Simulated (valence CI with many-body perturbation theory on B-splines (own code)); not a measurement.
**Energy levels of Re60+**

Computed by configuration interaction combined with many-body perturbation theory (CI+MBPT): five valence electrons over a frozen Dirac-Fock core [Ne], a basis of 9 s, 9 p, 8 d, 6 f, 3 g, 1 h functions for each j, with the one-electron correlation potential Σ1, the two-electron term Σ2, the three-electron term Σ3, Breit, model QED; selected CI, second order for the rest (own B-spline code, finite nucleus).

The last digits are not significant, and no measured levels were compared; by estimate large intervals hold to a few tenths of a per cent, small ones and those within an open d or f shell to about a per cent. Among the levels kept, up to 600 cm⁻¹ of a level comes from second order outside the variational space, and about a tenth of that is noise between levels of different J, which matters for small intervals.

Levels 46 to 52 of 52, with energies above the lowest level, (3s^2 3p1/2^2 3p3/2) J=3/2. "Leading %" is the weight of the configuration and term that name the level; weights of strongly mixed levels are sums over their largest components and can fall short. In the jj column 3d3/2^4 stands for four electrons in 3d with j = 3/2.

```json
{"No.": "46", "Configuration": "3s2 3p 3d2", "Term": "2D°", "J": "5/2", "E (× 10³ cm⁻¹)": "7555.3", "Leading %": "24", "Second component": "19 % 3s2 3p 3d2 4D°", "g": "1.054", "Leading jj": "3s^2 3p1/2 3d3/2 3d5/2 (95 %)"}
{"No.": "47", "Configuration": "3s 3p4", "Term": "2D", "J": "5/2", "E (× 10³ cm⁻¹)": "7559.0", "Leading %": "62", "Second component": "25 % 3s 3p4 4P", "g": "1.294", "Leading jj": "3s 3p1/2 3p3/2^3 (87 %)"}
{"No.": "48", "Configuration": "3s2 3p 3d2", "Term": "4D°", "J": "3/2", "E (× 10³ cm⁻¹)": "7608.5", "Leading %": "42", "Second component": "20 % 3s2 3p 3d2 2D°", "g": "1.162", "Leading jj": "3s^2 3p1/2 3d3/2 3d5/2 (95 %)"}
{"No.": "49", "Configuration": "3s2 3p 3d2", "Term": "4P°", "J": "1/2", "E (× 10³ cm⁻¹)": "7627.6", "Leading %": "47", "Second component": "27 % 3s2 3p 3d2 4D°", "g": "1.786", "Leading jj": "3s^2 3p1/2 3d3/2 3d5/2 (96 %)"}
{"No.": "50", "Configuration": "3s2 3p 3d2", "Term": "2H°", "J": "9/2", "E (× 10³ cm⁻¹)": "7638.2", "Leading %": "51", "Second component": "32 % 3s2 3p 3d2 2G°", "g": "1.016", "Leading jj": "3s^2 3p1/2 3d3/2 3d5/2 (98 %)"}
{"No.": "51", "Configuration": "3s 3p4", "Term": "2P", "J": "1/2", "E (× 10³ cm⁻¹)": "7723.5", "Leading %": "46", "Second component": "28 % 3s 3p4 4P", "g": "1.383", "Leading jj": "3s 3p1/2 3p3/2^3 (74 %)"}
{"No.": "52", "Configuration": "3s 3p4", "Term": "2P", "J": "3/2", "E (× 10³ cm⁻¹)": "7743.1", "Leading %": "39", "Second component": "27 % 3s 3p4 2D", "g": "1.128", "Leading jj": "3s 3p1/2 3p3/2^3 (76 %)"}
```
